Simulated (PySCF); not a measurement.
Input of a run (PBE0-D3(BJ)/def2-SVP geometry optimisation, gas phase (PySCF 2.14.0)), started from GFN2-xTB:
```
{"job": {"xc": "PBE0", "basis": "def2-SVP", "d3": "d3bj", "grid": 1, "maxiter": 40, "kind": "geom"}, "charge": 0, "multiplicity": 1}
Al     0.371300     0.654110     0.005550
Cl     2.377220     0.641560     0.301140
Cl    -0.647950     2.385000    -0.268820
N     -0.509120    -0.887100    -0.010840
H     -1.504150    -0.997760    -0.142990
H     -0.087300    -1.795820     0.115960
```

Output (energies in Eh, forces in Eh/bohr):
```
step   0  E = -1218.08307691  max force = 0.031289
step   1  E = -1218.08601211  max force = 0.008525
step   2  E = -1218.08634702  max force = 0.000630
step   3  E = -1218.08635003  max force = 0.000359
optimisation converged
```

Problem. Summarise the run.

Solution. The energy falls by 0.089 eV over 4 energy and gradient evaluations, the largest force component goes from 0.0313 to 3.6e-04 Eh/bohr, and the atoms move by 0.034 Å rms after alignment. Among the bonds, Al1–Cl2 and Al1–Cl3 change most and about equally (+0.063 to +0.064 Å). Bonds longer at the end by more than 0.005 Å: 2 of 5; shorter: 1. The energy never rose by more than 1e-6 Eh on the way. The first step brought 90 % of the lowering.

Problem. What are the final bond lengths?

Solution. Al1–Cl2 2.092 Å, Al1–Cl3 2.090 Å, Al1–N4 1.752 Å, N4–H5 1.013 Å, N4–H6 1.013 Å. Numbering counts from 1 in the input's order; the species is AlCl2(NH2) (`[NH2][Al]([Cl])[Cl]`).

The run used 78 basis functions and 24 SCF cycles in all. Time: 16 s wall, 12 s CPU. Hardware: x86-64 server, one thread, no GPU (shared host).

Whether it is a minimum is left open (no frequencies).
